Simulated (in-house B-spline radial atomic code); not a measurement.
# RPA and G0W0 on Hartree-Fock: Hg⁷⁺

Configuration [Xe] 4f14 5d5, highest spin, mean-field start Hartree-Fock. Computed with a B-spline radial code for spherical atoms: all electrons, scalar-relativistic (spin-free one-electron X2C), finite nucleus, each spin shell either full or empty, empty states to l = 9 with an (l + 1/2)⁻⁴ tail; G0W0 by contour deformation at full frequency.

Without the two-electron picture change, the correlation of inner shells comes somewhat too large for so heavy an element.

Command:
```bash
python run_gw.py task.json out
```
Settings (radii: box in bohr, nucleus in fm):
```
Z                        80
electrons                73
configuration            [Xe] 4f14 5d5
hamiltonian              x2c
method                   hf
lmax                     9
rms_radius               5.4648
spin_polarised           True
box_radius               8.41
intervals                65
```

Time taken, with all properties: 7.3 s on 1 thread of Arm Neoverse V2 (shared host).

Energies (hartree):

```csv
term,value
mean-field total,-19607.65893
Hartree-Fock functional on these orbitals,-19607.65893
direct second order,-6.948
second-order exchange,1.7594
SOSEX correction,1.6804
```

What is the RPA correlation energy, and what remains with SOSEX?

RPA gives -6.2651 hartree (-2.34 eV per electron); RPA + SOSEX gives -4.5847, and the second-order doubles (MP2) -5.1886 hartree. RPA lacks exchange-type terms and so overcorrelates at short range.

Quasi-particle levels (eV):

| level | occupied | mean field | Σx - vxc | Σc | QP weight | G0W0 |
| --- | --- | --- | --- | --- | --- | --- |
| 5d up | yes | -117.60 | 0.00 | ? | ? | ? |
| 5p down | yes | -177.30 | 0.00 | -0.80 | 0.974 | -178.10 |
| 4f down | yes | -226.64 | 0.00 | 4.95 | 0.962 | -221.69 |
| 5d down | no | -92.60 | 0.00 | -2.80 | 0.981 | -95.39 |

G0W0 = mean field + (Σx - vxc) + Σc, with Σc (partial-wave tail included) taken at the quasi-particle energy. Only the outer levels were computed. Levels of low weight are left out.

Where does G0W0 put 5d up?

At -118.18 eV, with Σc = -0.58 eV and a quasi-particle weight of 0.980. The tabulated removal energy is 113.9 ± 2.1 eV (NIST, tabulated theory); the calculation leaves out spin-orbit coupling, Breit and QED terms, and what these don't explain is the method's own error.
